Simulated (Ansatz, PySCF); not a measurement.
This Ansatz (a first-principles code) input computes a r2SCAN/def2-TZVPD energy:

Ansatz 0.2 input:
```yaml
crystal:
  periodic: [false, false, false]
  atoms:
    - {symbol: C, position_ang: [1.68921057, -0.38959497, -0.52708370]}
    - {symbol: C, position_ang: [0.75462190, 0.15395693, 0.24251572]}
    - {symbol: C, position_ang: [-0.62612724, 0.49238941, -0.22442466]}
    - {symbol: O, position_ang: [-1.62950208, -0.17134035, 0.54492743]}
    - {symbol: H, position_ang: [1.50020664, -0.61143889, -1.57187190]}
    - {symbol: H, position_ang: [2.67602028, -0.62453304, -0.14926218]}
    - {symbol: H, position_ang: [0.95992023, 0.36218275, 1.28875840]}
    - {symbol: H, position_ang: [-0.72965390, 0.26416257, -1.29209074]}
    - {symbol: H, position_ang: [-0.82542426, 1.55786458, -0.09042587]}
    - {symbol: H, position_ang: [-1.45128369, -1.11802335, 0.50942869]}
basis:
  gaussian:
    orbitals: def2-TZVPD
hamiltonian:
  xc: {name: r2SCAN}
output: {forces: true}
```

Q: Write an input for the same energy in PySCF and say what it gives.

A: 
```python
from pyscf import gto, scf, dft

mol = gto.M(
    atom='''
    C     1.68921057   -0.38959497   -0.52708370
    C     0.75462190    0.15395693    0.24251572
    C    -0.62612724    0.49238941   -0.22442466
    O    -1.62950208   -0.17134035    0.54492743
    H     1.50020664   -0.61143889   -1.57187190
    H     2.67602028   -0.62453304   -0.14926218
    H     0.95992023    0.36218275    1.28875840
    H    -0.72965390    0.26416257   -1.29209074
    H    -0.82542426    1.55786458   -0.09042587
    H    -1.45128369   -1.11802335    0.50942869
    ''',
    basis='def2-tzvpd',
    charge=0,
    spin=0,
    verbose=4,
)

mf = dft.RKS(mol, xc='r2scan').density_fit(auxbasis='def2-universal-jkfit')
mf.grids.level = 4
mf.conv_tol = 1e-9
mf.max_cycle = 100
mf.max_memory = 1500
mf.kernel()
if not mf.converged:
    mf = mf.newton()
    mf.kernel(mf.make_rdm1())
mf.analyze()
```
It gives -193.08157 Eh, and Ansatz -193.08148 Eh, a difference of 0.09 mEh, from the treatment of integrals and grids.
